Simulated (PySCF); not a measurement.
Species: C₅H₄F₂N₂.
SMILES: `c1cnc(nc1)C(F)F`

Vertical excitations from PySCF (density fitting, frozen core in the response, grid level 2 and gas phase unless stated; continuum runs use non-equilibrium linear response for the excitations) on a GFN2-xTB geometry. Reference run:

```
                              settings    S1, eV (f)    S2, eV (f)    S3, eV (f)    S4, eV (f)    S5, eV (f)    S6, eV (f)  T1, eV (Tamm–Dancoff)  mean α (au)
PBE0/def2-SVPD, full TDDFT, 6 singlets  4.35 (0.004)  4.48 (0.000)  5.84 (0.001)  5.93 (0.030)  5.93 (0.004)  6.61 (0.116)                   3.80         69.4
```

Question: What do these settings give: WP04/def2-SVPD, IEF-PCM chloroform, full TDDFT, 1 singlet?

Answer: 
```tsv
settings	S1, eV (f)	S2, eV (f)	S3, eV (f)	S4, eV (f)	S5, eV (f)	S6, eV (f)	T1, eV (Tamm–Dancoff)	mean α (au)
WP04/def2-SVPD, IEF-PCM chloroform, full TDDFT, 1 singlet	4.41 (0.003)	–	–	–	–	–	3.97	81.4
```

S1 moves by +0.06 eV; functional and environment change together, so the shift can't be laid on one. States are counted by energy in each run and needn't keep their character from row to row.

WP04 was designed for NMR shieldings or shifts; total energies of different functionals aren't comparable.

Question: Which orbital pairs make up S1 in each run, and how does it sit against the orbital gap?

Answer: 
```json
{"settings": "PBE0/def2-SVPD, full TDDFT, 6 singlets", "S1 configurations (weight)": "H→L 0.99", "S1 (eV)": "4.35", "orbital gap (eV)": "6.12", "S1 − gap (eV)": "-1.77"}
{"settings": "WP04/def2-SVPD, IEF-PCM chloroform, full TDDFT, 1 singlet", "S1 configurations (weight)": "H→L 0.97", "S1 (eV)": "4.41", "orbital gap (eV)": "5.23", "S1 − gap (eV)": "-0.82"}
```

The species at its GFN2-xTB geometry (one conformer only).

Shape of the structure used: `[F:1][CH:2]([F:3])[c:4]1[n:5][cH:6][cH:7][cH:8][n:9]1`: F1–C2–C4–N5 121°.
